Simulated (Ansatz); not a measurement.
Gas-phase electronic energies from Ansatz, PBE0-D4/def2-TZVP geometries. CCSD(T)/CBS adds triple-zeta CCSD(T) − MP2 to the extrapolated MP2 energy (def2 sets, frozen cores). DFT in def2-TZVPP. B3LYP here is the variant with VWN-RPA as its local correlation; programs differ in this. Each species was taken in one conformer, which may not be the lowest.

Consider the formal exchange of groups at the Si–H bond: `FC[SiH2][SiH3]` + `CC(O)(O)O` → `C[SiH]([SiH3])CF` + `OC(O)O`.

```tsv
level	ΔE (kcal/mol)	difference from CCSD(T)/CBS
PBE-D4	-7.4	-1.3
r2SCAN-D4	-6.5	-0.4
PBE0-D4	-7.1	-1.0
B3LYP-D4	-7.2	-1.1
ωB97X-V	-5.8	0.3
ωB97M-V	-6.3	-0.2
B2PLYP	-6.6	-0.5
PBE	-7.1	-1.0
r2SCAN	-6.4	-0.3
PBE0	-6.9	-0.8
B3LYP	-6.8	-0.7
HF/def2-TZVPP	-5.6	0.5
MP2/def2-TZVPP	-6.5	-0.4
SCS-MP2/def2-TZVPP	-6.0	0.1
CCSD/def2-TZVPP	-5.9	0.2
CCSD(T)/def2-TZVPP	-5.9	0.2
HF/def2-QZVPP	-5.6	0.5
MP2/def2-QZVPP	-6.7	-0.6
SCS-MP2/def2-QZVPP	-6.2	-0.1
HF/CBS(def2)	-5.6	0.5
MP2/CBS(def2)	-6.7	-0.6
CCSD/CBS(def2)	-6.1	0.0
CCSD(T)/CBS	-6.1	0
```

Largest T1 diagnostic among the species: 0.012.
